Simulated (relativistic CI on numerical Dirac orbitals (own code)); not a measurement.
# Energy levels of Ba XXVII

Method of calculation: Dirac-Coulomb-Breit CI, KLI orbitals optimised for each configuration, a model potential for QED, unscaled Slater integrals (own radial code, finite nucleus).

Configurations in the expansion (outside the closed core [Ar]): 3d10 4s2, 3d10 4s 4p, 3d10 4p2, 3d10 4s 4d, 3d10 4d2, 3d10 4s 4f, 3d10 4p 4d, 3d10 4f2, 3d10 4p 4f, 3d10 4d 4f, 3d10 4s 5s, 3d10 4s 5p, 3d10 4s 5d, 3d10 4s 5f, 3d10 4s 5g, 3d10 4s 6s, 3d10 4s 6p, 3d10 4s 6d, 3d10 4s 6f, 3d10 4s 7s, 3d9 4s2 4p, 3d9 4s2 4d, 3d9 4s2 4f, 3d9 4s2 5s, 3d9 4s2 5p, 3d9 4s2 5d. Double excitations out of closed p, d and f shells are left out; levels of such configurations are missing from the list, as are those of other unlisted configurations, and high levels can miss mixing partners. These lack a partner that the ground configuration has and come out too high: 3d9 4s2 4p, 3d9 4s2 4d, 3d9 4s2 4f, 3d9 4s2 5s, 3d9 4s2 5p.

| No. | Configuration | Term | J | E (cm⁻¹) | % | Next component (%) | Landé g |
| --- | --- | --- | --- | --- | --- | --- | --- |
| 1 | 3d10 4s2 | 1S | 0 | 0 | 99 | 1 3d10 4p2 1S |  |
| 2 | 3d10 4s 4p | 3P° | 0 | 398679 | 100 |  |  |
| 3 | 3d10 4s 4p | 3P° | 1 | 426325 | 87 | 12 1P° | 1.436 |
| 4 | 3d10 4s 4p | 3P° | 2 | 575443 | 100 |  | 1.499 |
| 5 | 3d10 4s 4p | 1P° | 1 | 677673 | 87 | 12 3P° | 1.061 |
| 6 | 3d10 4p2 | 3P | 0 | 927428 | 77 | 22 1S |  |
| 7 | 3d10 4p2 | 3P | 1 | 1074440 | 100 |  | 1.499 |
| 8 | 3d10 4p2 | 1D | 2 | 1079603 | 61 | 34 3P | 1.166 |
| 9 | 3d10 4p2 | 3P | 2 | 1245573 | 65 | 27 1D | 1.325 |
| 10 | 3d10 4p2 | 1S | 0 | 1322128 | 76 | 22 3P |  |
| 11 | 3d10 4s 4d | 3D | 1 | 1360701 | 100 |  | 0.497 |
| 12 | 3d10 4s 4d | 3D | 2 | 1372306 | 97 | 2 1D | 1.161 |
| 13 | 3d10 4s 4d | 3D | 3 | 1395544 | 100 |  | 1.332 |
| 14 | 3d10 4s 4d | 1D | 2 | 1477971 | 85 | 11 3d10 4p2 1D | 1.007 |
| 15 | 3d10 4p 4d | 3F° | 2 | 1781630 | 79 | 17 1D° | 0.739 |
| 16 | 3d10 4p 4d | 3F° | 3 | 1852338 | 76 | 13 3D° | 1.104 |
| 17 | 3d10 4p 4d | 3P° | 2 | 1866466 | 44 | 26 3D° | 1.245 |
| 18 | 3d10 4p 4d | 3D° | 1 | 1870975 | 60 | 22 3P° | 0.805 |
| 19 | 3d10 4p 4d | 3F° | 4 | 1986495 | 97 | 3 3d10 4s 4f 3F° | 1.248 |
| 20 | 3d10 4p 4d | 1D° | 2 | 1992060 | 45 | 37 3D° | 1.024 |
| 21 | 3d10 4p 4d | 3D° | 3 | 2014152 | 48 | 25 1F° | 1.176 |
| 22 | 3d10 4p 4d | 3P° | 0 | 2016054 | 100 |  |  |
| 23 | 3d10 4p 4d | 3P° | 1 | 2021195 | 70 | 29 3D° | 1.203 |
| 24 | 3d10 4p 4d | 3P° | 2 | 2039909 | 52 | 36 3D° | 1.317 |
| 25 | 3d10 4p 4d | 1F° | 3 | 2076008 | 46 | 39 3D° | 1.129 |
| 26 | 3d10 4p 4d | 1P° | 1 | 2122859 | 80 | 11 3D° | 0.986 |
| 27 | 3d10 4s 4f | 3F° | 2 | 2219241 | 99 | 1 3d10 4p 4d 3F° | 0.665 |
| 28 | 3d10 4s 4f | 3F° | 3 | 2222322 | 98 | 2 3d10 4p 4d 3F° | 1.082 |
| 29 | 3d10 4s 4f | 3F° | 4 | 2226646 | 97 | 3 3d10 4p 4d 3F° | 1.249 |
| 30 | 3d10 4s 4f | 1F° | 3 | 2298980 | 80 | 19 3d10 4p 4d 1F° | 1.000 |

Energies count from the lowest computed level; ° marks odd parity.

The mean weight of the leading LS term, summed over parents, in these 30 levels is 80 %, and that of the leading jj configuration (from the same eigenvectors) 89 %.

At this charge energies of transitions that change n are usually good to better than 1 %, and those within a shell (Δn = 0) to a few per cent.

LS names give the leading component of a level, which can be under half, so a name can repeat, a term be missing and a line seem to break the LS rules.
